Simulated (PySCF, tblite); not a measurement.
Isomers of C2H8Cl2PSi2 (doublet state), one GFN2-xTB conformer each. Single-point energies are computed at B3LYP/pcH-1 (PySCF, gas phase, no added dispersion term), electronic only. GFN2-xTB treats the open shell by occupation alone, and not every SCF solution was tested for stability.

| SMILES | GFN2-xTB relative energy (kJ/mol) |
| --- | --- |
| [SiH3]P[Si](Cl)CCCl | 14.4 |
| [SiH3][P][Si@H](Cl)CCCl | 0.0 |

Conformers: `[SiH3:1][PH:2][Si:3]([Cl:4])[CH2:5][CH2:6][Cl:7]` (doublet state) with Si1–P2–Si3–Cl4 -152°, P2–Si3–C5–C6 -46°, Si3–C5–C6–Cl7 -54°; `[SiH3:1][P:2][Si@H:3]([Cl:4])[CH2:5][CH2:6][Cl:7]` (doublet state) with Si1–P2–Si3–Cl4 -74°, P2–Si3–C5–C6 57°, Si3–C5–C6–Cl7 -179°.

Question: What does B3LYP/pcH-1 give for the same structures?

Answer: 
| SMILES | B3LYP/pcH-1 E (Eh) | B3LYP/pcH-1 (kJ/mol) | GFN2-xTB (kJ/mol) | point group |
| --- | --- | --- | --- | --- |
| [SiH3][P][Si@H](Cl)CCCl | -1921.85165 | 0.0 | 0.0 | C1 |
| [SiH3]P[Si](Cl)CCCl | -1921.83741 | 37.4 | 14.4 | C1 |

Both levels put the same isomer lowest. 

Question: What happens when harmonic zero-point energies from GFN2-xTB frequencies are added?

Answer: 
```
                 SMILES  ZPE (kJ/mol)  electronic (kJ/mol)  with ZPE (kJ/mol)
[SiH3][P][Si@H](Cl)CCCl         238.6                  0.0                0.0
    [SiH3]P[Si](Cl)CCCl         240.4                 37.4               39.2
```

The zero-point energies span 1.8 kJ/mol. The order is unchanged.
